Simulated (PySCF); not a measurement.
Spin states of RbCa

Unrestricted PBE0; PySCF, scalar-relativistic core potentials, basis sets Rb def2-SVP with ECP28, Ca def2-SVP. Outer shells of the fragments: Rb 5s1; Ca 4s2.

Followed along the bond (rough minima from three points):

| 2Ms+1 | unpaired | ⟨S²⟩ at the start | R at minimum (Å) | Te (eV) |
| --- | --- | --- | --- | --- |
| 2 | σ ↑ | 0.77 | 4.45 | 0.00 |
| 2 | π ↑ | 0.82 | 3.77 | 0.72 |
| 4 | σ ↑↑, π ↑ | 3.75 | 4.07 | 1.60 |
| 2 | δ ↑ | 0.80 | 3.91 | 1.63 |

Solutions found at the starting distance of 3.650 Å, counted from the lowest of them; the search is not exhaustive and high or unbound solutions are not listed, so other states can lie among these:

```json
{"2Ms+1": "2", "unpaired": "σ ↑", "term": "²Σ⁺", "E (eV)": "0.00", "⟨S²⟩": "0.77", "⟨Lz²⟩": "0.00", "μ (D)": "-2.40"}
{"2Ms+1": "2", "unpaired": "π ↑", "term": "²Π", "E (eV)": "0.51", "⟨S²⟩": "0.82", "⟨Lz²⟩": "1.03", "μ (D)": "-4.88"}
{"2Ms+1": "2", "unpaired": "δ ↑", "term": "²Δ", "E (eV)": "1.44", "⟨S²⟩": "0.80", "⟨Lz²⟩": "4.00", "μ (D)": "-3.95"}
{"2Ms+1": "4", "unpaired": "σ ↑↑, π ↑", "term": "⁴Π", "E (eV)": "1.46", "⟨S²⟩": "3.75", "⟨Lz²⟩": "1.02", "μ (D)": "-2.93"}
{"2Ms+1": "2", "unpaired": "σ ↑↑, π ↓", "term": "mixed", "E (eV)": "1.94", "⟨S²⟩": "1.75", "⟨Lz²⟩": "1.02", "μ (D)": "-2.11"}
{"2Ms+1": "4", "unpaired": "σ ↑, π ↑↑", "term": "⁴Σ⁻", "E (eV)": "1.97", "⟨S²⟩": "3.75", "⟨Lz²⟩": "0.00", "μ (D)": "-2.56"}
```

A term symbol is given only where ⟨S²⟩ and ⟨Lz²⟩ are close to those of a pure state; real π, δ and φ orbitals otherwise mix terms. A positive dipole means Rb(−)Ca(+).

Compare the gap between the two lowest followed solutions at the starting distance with the gap between their minima.

At PBE0 the second solution (doublet, unpaired electrons π ↑) lies +0.51 eV from the first (doublet, unpaired electrons σ ↑) at 3.650 Å and +0.72 eV at the minima; the two curves relax by different amounts, since their minima lie near 3.77 and 4.45 Å.

Spin–orbit coupling is left out. Counting both spins, an empty level lies below a filled one in some of these solutions, because spin and occupation are held.
